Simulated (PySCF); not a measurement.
## Trend along group 11: MH molecules

MP2 with triple-zeta basis sets in PySCF, for the lowest determinant that a PBE0 search found; no spin–orbit coupling. De refers to high-spin ground-configuration atoms.

```json
{"M": "Cu", "basis": "def2-TZVPP", "reference, frozen orbitals": "RHF, 5", "state (unpaired electrons)": "singlet (closed shell)", "Re (Å)": "1.433", "ωe (cm⁻¹)": "2047", "De (eV)": "n/a"}
{"M": "Ag", "basis": "x2c-TZVPPall", "reference, frozen orbitals": "RHF, 14", "state (unpaired electrons)": "singlet (closed shell)", "Re (Å)": "1.567", "ωe (cm⁻¹)": "1927", "De (eV)": "n/a"}
{"M": "Au", "basis": "def2-TZVPP", "reference, frozen orbitals": "RHF, 0", "state (unpaired electrons)": "singlet (closed shell)", "Re (Å)": "1.492", "ωe (cm⁻¹)": "2472", "De (eV)": "n/a"}
```

The shortest bond is that of CuH (1.433 Å), the longest that of AgH (1.567 Å).

The rows differ in basis set, which adds steps of its own.

Down a group the atoms grow and get heavier, so bonds lengthen and wavenumbers fall; the exceptions here are the shorter bond at Au and the higher wavenumber at Au. Relativity and the filled 4f shell contract the atoms of the sixth period.

Correlated steps freeze the inner cores (0 to 14 orbitals); shallow outer-core shells are correlated. Spin–orbit coupling is left out.
